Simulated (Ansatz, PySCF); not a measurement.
In(F)3 anion (F₃In), SMILES [F][In]([F])[F] (connectivity only; charge and spin as stated), charge -1, multiplicity 2. Atoms are numbered in the order given.

```xyz
4

In     0.0000     0.0000     0.5621
F      1.6619    -0.9594    -0.2017
F     -1.6619    -0.9594    -0.2017
F      0.0000     1.9189    -0.2019
```
Charge -1, spin multiplicity 2.

Geometry: B3LYP-D3(BJ)/def2-SVPD. The multiplicity is an assumed one; other spin states were not compared. The isomer is the one that the SMILES or the coordinates give; other isomers of the formula were not compared. The def2 effective core potentials stand for the cores of In; spin–orbit coupling is left out.

Two levels are set side by side: PBE-D3(BJ)/def2-SVPD (Ansatz, an electronic-structure program) and B3LYP-D3(BJ)/def2-SVPD (Ansatz). Each level has its own optimised geometry; the coordinates shown are those of the second. Frequencies come from the Hessian of PySCF at each geometry. Differences are taken from unrounded values.

```
quantity                            B3LYP-D3(BJ)
----------------------------------  ------------
mean bond length (Å)                       2.065
bond In1–F2 (Å)                            2.065
bond In1–F3 (Å)                            2.065
bond In1–F4 (Å)                            2.065
highest harmonic wavenumber (cm⁻¹)           458
mean harmonic wavenumber (cm⁻¹)              294
zero-point energy (kcal/mol)                2.52
```

Question: What does PBE-D3(BJ) give, and how far is it from B3LYP-D3(BJ)? (The exact figures need the calculation; the answer reports its results.)

Answer: 
| quantity | PBE-D3(BJ) | PBE-D3(BJ) minus B3LYP-D3(BJ) |
|---|---|---|
| mean bond length (Å) | 2.085 | 0.019 |
| bond In1–F2 (Å) | 2.085 | 0.019 |
| bond In1–F3 (Å) | 2.085 | 0.019 |
| bond In1–F4 (Å) | 2.085 | 0.019 |
| highest harmonic wavenumber (cm⁻¹) | 437 | -20 |
| mean harmonic wavenumber (cm⁻¹) | 278 | -16 |
| zero-point energy (kcal/mol) | 2.39 | -0.13 |

Exact exchange shortens and stiffens bonds; PBE has none. Differences between two approximate levels are no errors against the true value.
